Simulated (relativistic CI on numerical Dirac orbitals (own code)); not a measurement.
## Nd VIII: q coefficients and field-shift factors

These numbers are calculated, not measured: Dirac-Coulomb-Breit CI, orbitals from a KLI potential per configuration, derivatives by finite differences, unscaled Slater integrals, QED left out (own radial code, finite nucleus).

CI space (outside the closed core [Kr] 4d10): 4f2 5s2 5p3, 5s2 5p5, 4f 5s2 5p4, 4f2 5s 5p4, 4f2 5p5, 5s2 5p3 5d2, 4f 5s 5p5, 5s2 5p4 5d. The list is cut by size and lacks configurations that can hold low levels.

With x = (α/α₀)² − 1 an excitation energy changes as ω = ω₀ + qx; K = 2q/ω₀ is the relative enhancement. Terms are leading LS components, so labels can repeat. The field-shift factor is F = δν/δ⟨r²⟩ for the transition from the lowest level.

Lowest level 5s2 5p5 2P°_3/2.

```
              Level  ω₀ (cm⁻¹)  q (cm⁻¹)     K  F (GHz/fm²)
 4f 5s2 5p4 4F°_5/2     7999.2     32060  8.02        -7.23
 4f 5s2 5p4 4F°_7/2     8418.9     33570  7.98        -7.23
 4f 5s2 5p4 4F°_3/2    10776.5     33080  6.14        -7.28
 4f 5s2 5p4 4F°_9/2    11027.6     36080  6.54        -7.21
 4f 5s2 5p4 4D°_1/2    14253.8     30390  4.26        -6.63
 4f 5s2 5p4 2G°_9/2    17371.2     30430   3.5        -7.11
4f 5s2 5p4 4G°_11/2    18403.0     33280  3.62        -7.01
 4f 5s2 5p4 2F°_5/2    23578.9     34820  2.95        -7.17
 4f 5s2 5p4 2F°_7/2    23865.1     35560  2.98        -7.41
 4f 5s2 5p4 4D°_3/2    23974.5     30960  2.58        -6.48
4f2 5s2 5p3 6H°_9/2    34382.1     70010  4.07        -15.1
4f2 5s2 5p3 6H°_7/2    34599.4     68950  3.99        -14.7
 4f 5s2 5p4 4G°_5/2    34713.6     51950  2.99        -10.3
```

At this charge configurations can still be misplaced by up to about 7 % of their energy. Levels and lines within the n = 5 or 6 shells can be off by up to 10 % or somewhat more, and those that change n by about 2 %, since core polarisation is missing. Levels that differ in their count of f electrons can be misplaced by several ten thousand cm⁻¹, since the correlation energy of f electrons is missing or only estimated; rates across such gaps can be off by orders of magnitude. The computed lowest level isn't the tabulated ground level, which NIST ASD gives as 4f2 5s2 5p3 °.
